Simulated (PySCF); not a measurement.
**The first ionisation energy along the 4p block**

All values are computed (PySCF 2.14, energy differences of UHF-based or UKS calculations, no spin-orbit coupling). Values in eV. The last column holds reference values (NIST; (s) semi-empirical, (t) theoretical, else measured). Unmarked ones compare directly (S terms, centres of terms, or small fine structure); those marked * lie between the lowest fine-structure levels and include a spin-orbit shift.

```json
{"element": "Ga (ANO-RCC-VTZP, spin-free X2C)", "configurations": "[Ar] 3d10 4s2 4p1 → [Ar] 3d10 4s2", "CCSD(T) (valence)": "5.753", "MP2 (valence and next inner shell)": "5.729", "SCS-MP2 (valence and next inner shell)": "5.680", "CCSD(T) (valence and next inner shell)": "5.776", "LDA": "6.068", "r2SCAN": "6.122", "reference": "5.931"}
{"element": "Ge (ANO-RCC-VTZP, spin-free X2C)", "configurations": "[Ar] 3d10 4s2 4p2 → [Ar] 3d10 4s2 4p1", "CCSD(T) (valence)": "7.696", "MP2 (valence and next inner shell)": "7.741", "SCS-MP2 (valence and next inner shell)": "7.645", "CCSD(T) (valence and next inner shell)": "7.726", "LDA": "8.026", "r2SCAN": "8.064", "reference": "7.925"}
{"element": "As (ANO-RCC-VTZP, spin-free X2C)", "configurations": "[Ar] 3d10 4s2 4p3 → [Ar] 3d10 4s2 4p2", "CCSD(T) (valence)": "9.902", "MP2 (valence and next inner shell)": "9.972", "SCS-MP2 (valence and next inner shell)": "9.800", "CCSD(T) (valence and next inner shell)": "9.946", "LDA": "10.019", "r2SCAN": "10.088", "reference": "10.008"}
{"element": "Se (ANO-RCC-VTZP, spin-free X2C)", "configurations": "[Ar] 3d10 4s2 4p4 → [Ar] 3d10 4s2 4p3", "CCSD(T) (valence)": "9.380", "MP2 (valence and next inner shell)": "9.282", "SCS-MP2 (valence and next inner shell)": "9.324", "CCSD(T) (valence and next inner shell)": "9.416", "LDA": "9.876", "r2SCAN": "9.667", "reference": "9.635"}
{"element": "Br (ANO-RCC-VTZP, spin-free X2C)", "configurations": "[Ar] 3d10 4s2 4p5 → [Ar] 3d10 4s2 4p4", "CCSD(T) (valence)": "n/a", "MP2 (valence and next inner shell)": "11.606", "SCS-MP2 (valence and next inner shell)": "11.582", "CCSD(T) (valence and next inner shell)": "11.625", "LDA": "12.075", "r2SCAN": "11.853", "reference": "11.844"}
{"element": "Kr (ANO-RCC-VTZP, spin-free X2C)", "configurations": "[Kr] → [Ar] 3d10 4s2 4p5", "CCSD(T) (valence)": "13.917", "MP2 (valence and next inner shell)": "14.056", "SCS-MP2 (valence and next inner shell)": "13.951", "CCSD(T) (valence and next inner shell)": "13.948", "LDA": "14.365", "r2SCAN": "14.168", "reference": "14.222"}
```

Task: Which of these methods has the smallest mean absolute error against the measured values here?

Result: r2SCAN, with 0.084 eV.

```
                                method  elements  mean error (eV)  mean absolute error (eV)  largest error (eV)
                     CCSD(T) (valence)         5           -0.215                     0.215              -0.304
    MP2 (valence and next inner shell)         6           -0.196                     0.196              -0.353
SCS-MP2 (valence and next inner shell)         6           -0.264                     0.264              -0.311
CCSD(T) (valence and next inner shell)         6           -0.188                     0.188              -0.274
                                   LDA         6            0.144                     0.144               0.241
                                r2SCAN         6            0.066                     0.084               0.191
```

Errors include the incompleteness of the basis and the frozen core.

"Valence" correlates the outer s and p shells and, in groups 3 to 12 and the f block, the outer d or f shell, open or full, or the next shell where the ion has no valence electron left; the wider scheme adds the next inner shell.
